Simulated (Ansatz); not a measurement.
One change: `[SiH3][O][Al]([Cl])[Cl]` becomes `[SiH3]OB(Cl)Cl`.

Ansatz, PBE0-D4/def2-TZVP geometries, multiplicity 1. Each molecule was computed in one conformer, which needn't be the lowest.

| property | `[SiH3][O][Al]([Cl])[Cl]` |
| --- | --- |
| size of the dipole moment (ωB97M-V/def2-TZVPP) / D | 0.88 |
| HOMO–LUMO gap (PBE0/def2-TZVPP) / eV | 7.89 |
| HOMO energy (PBE/def2-TZVPP) / eV | -7.55 |
| LUMO energy (PBE/def2-TZVPP) / eV | -1.97 |
| HOMO–LUMO gap (PBE/def2-TZVPP) / eV | 5.58 |
| size of the dipole moment (PBE/def2-TZVPP) / D | 0.82 |

Task: Give the same properties after the change, and the shifts. (Best estimate.)

Result: Computed: 
| property | `[SiH3]OB(Cl)Cl` | shift |
| --- | --- | --- |
| size of the dipole moment (ωB97M-V/def2-TZVPP) / D | 1.71 | 0.83 |
| HOMO–LUMO gap (PBE0/def2-TZVPP) / eV | 8.40 | 0.51 |
| HOMO energy (PBE/def2-TZVPP) / eV | -7.54 | 0.01 |
| LUMO energy (PBE/def2-TZVPP) / eV | -1.58 | 0.39 |
| HOMO–LUMO gap (PBE/def2-TZVPP) / eV | 5.96 | 0.38 |
| size of the dipole moment (PBE/def2-TZVPP) / D | 1.67 | 0.85 |

Dipoles are sizes alone; their direction can turn.
